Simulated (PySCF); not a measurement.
CH8GeOSi.
Numbering: `[CH3:1][SiH2:2][O:3][GeH3:4]` (hydrogens: H5, H6, H7 on C1; H8, H9 on Si2; H10, H11, H12 on Ge4)

Geometry (PBE0-D3(BJ)/def2-SVP, Å), atoms numbered from 1 in this order:
```xyz
12
CH8GeOSi angstrom
C     -1.9649    0.4970   -0.3929
Si    -0.7411   -0.9132   -0.5267
O      0.7587   -0.3730   -0.9945
Ge     2.0159    0.6709   -0.3011
H     -2.0538    1.0325   -1.3507
H     -2.9621    0.1173   -0.1183
H     -1.6570    1.2220    0.3773
H     -1.1964   -1.8956   -1.5542
H     -0.6424   -1.6116    0.7971
H      3.1723    0.6674   -1.3103
H      1.4425    2.0901   -0.1177
H      2.4519    0.0897    1.0580
```

Level of theory: core-valence-separated Tamm–Dancoff BHandHLYP/aug-pcX-1 (pcseg-1 on H, def2-SVPD on Ge, def2-SVPD on Si) in PySCF, non-relativistic, gas phase, PBE0-D3(BJ)/def2-SVP geometry. BHandHLYP without relativity tends to put these K edges a few eV too low, so spacings mean more than positions.

(1) Give energies, oscillator strengths and core holes at the O K edge.

(2) What does the C 1s absorption edge look like?

Answers

(1) 
```json
{"E (eV)": "531.39", "f": "0.0152", "core hole on": "O3", "main final orbital": "LUMO (59 %)"}
{"E (eV)": "533.18", "f": "0.0152", "core hole on": "O3", "main final orbital": "spread"}
{"E (eV)": "533.45", "f": "0.0108", "core hole on": "O3", "main final orbital": "LUMO+5 (33 %)"}
{"E (eV)": "533.59", "f": "0.0180", "core hole on": "O3", "main final orbital": "LUMO+6 (34 %)"}
{"E (eV)": "533.93", "f": "0.0114", "core hole on": "O3", "main final orbital": "LUMO+7 (31 %)"}
{"E (eV)": "534.38", "f": "0.0020", "core hole on": "O3", "main final orbital": "LUMO+2 (31 %)"}
{"E (eV)": "534.67", "f": "0.0015", "core hole on": "O3", "main final orbital": "LUMO+4 (49 %)"}
```

The first line with a tenth or more of the strongest one's intensity is at 531.39 eV (f = 0.015), with the hole on O3 (oxygen bonded to Ge and Si). The strongest listed is at 533.59 eV (f = 0.018; O3).

(2) 
| E (eV) | f | core hole on | main final orbital |
| --- | --- | --- | --- |
| 285.04 | 0.0042 | C1 | LUMO (31 %) |
| 285.60 | 0.0165 | C1 | LUMO (39 %) |
| 285.83 | 0.0306 | C1 | LUMO+3 (40 %) |
| 285.98 | 0.0173 | C1 | spread |
| 286.63 | 0.0140 | C1 | spread |
| 286.69 | 0.0045 | C1 | LUMO+3 (31 %) |
| 287.09 | 0.0028 | C1 | spread |

The first line with a tenth or more of the strongest one's intensity is at 285.04 eV (f = 0.004), with the hole on C1 (Si-methyl carbon). The strongest listed is at 285.83 eV (f = 0.031; C1).

Roots within 0.03 eV whose holes lie on the same, on equivalent or on shared atoms are summed into one line, and the highest roots are left out, as the search may have cut off their partners. Final orbitals are the ground state's empty Kohn–Sham orbitals.

What length of transition dipole belongs to the line at 533.93 eV?

From f = (2/3) ΔE |μ|² in atomic units, with ΔE = 19.622 Eh and f = 0.0114: |μ| = 0.029 au = 0.07 D.

Only the lowest roots of each edge were sought. Relativistic effects, spin–orbit coupling among them, are left out although an element past zinc is present.

One conformer stands for the species.
